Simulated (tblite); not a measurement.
Compound: C₇H₈FOP.
Structure used (GFN2-xTB), in Å, numbered top down from 1:
```
atom  x, y, z in Å
C1     0.8783   -1.7436    1.8841
C2     1.3944   -0.9820    1.1183
C3     1.9872   -0.0537    0.1929
P4     0.7321    0.8586   -0.8095
O5     1.3381    1.7656   -1.7871
C6    -0.5263   -0.3375   -1.4276
C7    -1.6592   -0.3809   -0.3953
C8    -1.5850    0.8407    0.4695
C9    -0.4649    1.5414    0.3892
F10   -0.1931    2.6424    1.0996
H11    0.4457   -2.4129    2.5658
H12    2.5742    0.7059    0.7214
H13    2.6452   -0.5627   -0.5196
H14   -0.0998   -1.3225   -1.6140
H15   -0.8757    0.0656   -2.3812
H16   -2.6341   -0.4401   -0.8841
H17   -1.5594   -1.2634    0.2419
H18   -2.4065    1.0855    1.1240
```

Computed with GFN2-xTB (tblite): harmonic, unscaled wavenumbers at the GFN2-xTB geometry, gas phase. This tight-binding method is rough: wavenumbers can miss measured ones by several per cent, in bad cases by 10 to 20. One conformer, not necessarily the lowest.

Harmonic wavenumbers (cm⁻¹): 41.3, 80.2, 92.6, 142.2, 207.9, 214.5, 241.9, 292.7, 296.7, 364.7, 381.3, 420.5, 475.5, 606.4, 608.4, 638.4, 651.6, 705.4, 740.4, 785.8, 813.5, 821.4, 935.1, 956.8, 1004.8, 1062.5, 1084.9, 1097.0, 1141.3, 1171.5, 1184.6, 1218.2, 1233.5, 1286.3, 1305.4, 1383.4, 1427.0, 1463.4, 1695.1, 2291.3, 2914.4, 2925.5, 2951.0, 2965.7, 2977.9, 2992.9, 3099.7, 3400.2.

A = 1317, B = 1111, C = 996.3 MHz; mass 158.030 u (most abundant isotopes); point group C1, symmetry number 1.

Q: What is the zero-point energy?

A: Half the sum of the wavenumbers: 28396 cm⁻¹ = 81.19 kcal/mol.

Q: What is S at 200 K and 1 bar for an ideal gas of classical rigid rotors and harmonic oscillators?

A: Translation 39.12, rotation 28.59, vibration 20.43: S = 88.1 cal/(mol K).

Q: And Cp and H(200 K) − H(0)?

A: Cp = 30.91 cal/(mol K), of which vibrations give 22.96 (their classical limit is 48 R = 95.4); H(200 K) − H(0) = 3.85 kcal/mol without the zero-point energy, 2.26 from vibrations.

Q: Blend soft modes into free rotors: weight 1/[1 + (100 cm⁻¹/ν̃)⁴] for the oscillator and the rest for a rotor with moment μB/(μ + B), μ = h/(8π²ν), B = 10⁻⁴⁴ kg m². What vibrational entropy results?

A: 19.01 cal/(mol K) in place of 20.43, which changes −T·S at 200 K by +0.28 kcal/mol.

Q: Which modes carry the vibrational entropy at 200 K?

A: 41.3 cm⁻¹: 4.41; 80.2 cm⁻¹: 3.11; 92.6 cm⁻¹: 2.83; 142.2 cm⁻¹: 2.03; 207.9 cm⁻¹: 1.36; 214.5 cm⁻¹: 1.31 cal/(mol K); the other 42 give 5.39 together.

Q: What must be added to the electronic energy to get the Gibbs energy at 200 K and 1 bar?

A: ZPE + [H(200 K) − H(0)] − T·S = 81.19 + 3.85 − 17.63 = 67.41 kcal/mol.

Hindered rotation and anharmonicity are outside this model. Other conformers, if any are populated, would add a mixing term that is left out. The structure is chiral; the term R ln 2 for an equal mix with its mirror image is left out.
